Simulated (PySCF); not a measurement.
Two species compared at the same levels of theory.

First species: C7H8P2.
Bonds: C1–C2 (aromatic), C2–P3 (aromatic), P3–C4 (aromatic), C4–C5, C5–C6, C6–C7, C4–P8 (aromatic), P8–C9 (aromatic), C1–C9 (aromatic), C5–C7. Hydrogens: H10 on C1; H11 on C2; H12 on C5; H13, H14 on C6; H15, H16 on C7; H17 on C9.

Second species: 1,2,5-thiadiazole, C2H2N2S.
Geometry (GFN2-xTB, Å), atoms numbered from 1 in this order:
```
atom  x, y, z in Å
C1    -0.391    0.723    0.058
C2    -0.462   -0.680   -0.031
N3     0.721   -1.245   -0.113
S4     1.856   -0.089   -0.080
N5     0.844    1.170    0.041
H6    -1.213    1.410    0.135
H7    -1.351   -1.284   -0.037
```

Levels: PBE0/pcSseg-1 for dipole moment, HOMO energy, LUMO energy and HOMO–LUMO gap; GFN2-xTB for rotational constant A and rotational constant C. Geometries: GFN2-xTB. All species are isolated and taken at one optimised geometry, non-relativistic unless stated; the electronic structure was computed with PySCF and density fitting.

Dipoles, sizes and rotational constants follow the conformer. The torsions of the flexible species, by atom-mapped SMILES:
- `[cH:1]1[cH:2][p:3][c:4]([CH:5]2[CH2:6][CH2:7]2)[p:8][cH:9]1`: P3–C4–C5–C6 -146°

Values for the first species:

| Item | Value |
| --- | --- |
| Dipole moment | 0.43 D |
| HOMO energy | -6.97 eV |
| LUMO energy | -1.98 eV |
| HOMO–LUMO gap | 4.99 eV |
| Rotational constant A | 2.239 GHz |
| Rotational constant C | 0.717 GHz |

(1) Estimate the same properties for the second species, and the change in each.

Answers

(1) 
```json
{"property": "dipole moment", "first": "0.43 D", "second": "1.46 D", "second less first": "+1.03 D"}
{"property": "HOMO energy", "first": "-6.97 eV", "second": "-8.17 eV", "second less first": "-1.20 eV"}
{"property": "LUMO energy", "first": "-1.98 eV", "second": "-1.59 eV", "second less first": "+0.39 eV"}
{"property": "HOMO–LUMO gap", "first": "4.99 eV", "second": "6.58 eV", "second less first": "+1.59 eV"}
{"property": "rotational constant A", "first": "2.239 GHz", "second": "8.915 GHz", "second less first": "+6.676 GHz"}
{"property": "rotational constant C", "first": "0.717 GHz", "second": "3.676 GHz", "second less first": "+2.959 GHz"}
```

On the first: In atomic units the dipole is 0.17 e·bohr (1 au = 2.5417 D).

On the second: In atomic units the dipole is 0.57 e·bohr (1 au = 2.5417 D). Point group C2v permits a dipole; with 1.46 D the species has a pure rotational spectrum.
